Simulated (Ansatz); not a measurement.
Cartesian coordinates in Å:
```
Ge 1.977 -0.780 -1.286
Al -0.006 0.013 -0.025
Ge -0.115 2.346 0.811
Ge -1.869 -1.554 0.451
H 3.008 -1.379 -0.304
H 2.699 0.342 -2.057
H 1.638 -1.893 -2.298
H -1.557 2.876 0.924
H 0.678 3.342 -0.057
H 0.491 2.415 2.230
H -1.416 -3.025 0.535
H -2.913 -1.478 -0.684
H -2.616 -1.225 1.759
```

Charge 0, multiplicity 1.

(1) List the PBE0/def2-TZVPP orbital energies in eV (the Gaussian-basis code of Ansatz). (Best estimate.)

Answers

(1) Computed: Occupied: -10859.66, -10859.65, -10859.65, -1528.59, -1357.96, -1357.96, -1357.96, -1207.77, -1207.77, -1207.76, -1207.76, -1207.76, -1207.76, -1207.76, -1207.76, -1207.76, -170.66, -170.65, -170.65, -120.44, -120.44, -120.44, -120.44, -120.44, -120.43, -120.43, -120.43, -120.43, -114.42, -74.53, -74.33, -74.33, -33.28, -33.28, -33.28, -33.28, -33.28, -33.27, -33.23, -33.23, -33.22, -33.21, -33.20, -33.20, -33.20, -33.20, -33.20, -15.68, -15.28, -15.28, -10.54, -9.67, -9.65, -9.65, -9.53, -9.53, -9.42, -7.33, -7.32. Lowest empty: -2.57, -0.35, -0.19, -0.15, 0.82, 0.98, 1.06, 1.54.
